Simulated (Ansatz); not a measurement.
A made-up structure of AlH₃SeO, singlet:

```
6
angstrom
O -0.8019 -1.0098 -0.4983
Al 0.1830 0.3655 -0.4238
Se 0.9711 0.9570 1.6640
H -1.1808 -1.3432 -1.3100
H 0.5586 1.2170 -1.6973
H -0.3931 0.2343 0.9766
```

It is relaxed with PBE-D4/def2-SVP and then PBE0-D4/def2-TZVP (Ansatz 0.2.0). Atoms count as bonded within 1.22 times the sum of their covalent radii (H–H: 0.88 Å). The end point is not checked to be a true minimum.

Q: Does its bonding change? (A judgement: the text doesn't fix the answer.)

A: Computed: Yes. Formed: none; broken: Al2–H6.

Where it ends: The first stage lowers the energy by 1.63 eV in 11 steps. It ends as AlH₃SeO ([OH][AlH][SeH]):
| atom | x (Å) | y (Å) | z (Å) |
| --- | --- | --- | --- |
| O1 | -0.9053 | -0.9363 | -0.7311 |
| Al2 | 0.1507 | 0.3841 | -0.6391 |
| Se3 | 0.6946 | 1.1224 | 1.4796 |
| H4 | -1.1955 | -1.3217 | -1.5562 |
| H5 | 0.7468 | 1.0919 | -1.9164 |
| H6 | -0.1544 | 0.0802 | 2.0743 |

Labels in which every atom is bracketed show which atoms are joined, not bond orders.

For scale, one of the runs: PBE0-D4/def2-TZVP relaxation, 134 basis functions, launched by `ansatz run in.yaml --threads 2 --pin off --events-out ev --progress --plain --max-ram 4352MiB`. The run took about 23 s on 2 CPU threads of an Arm Neoverse V1 (shared host).
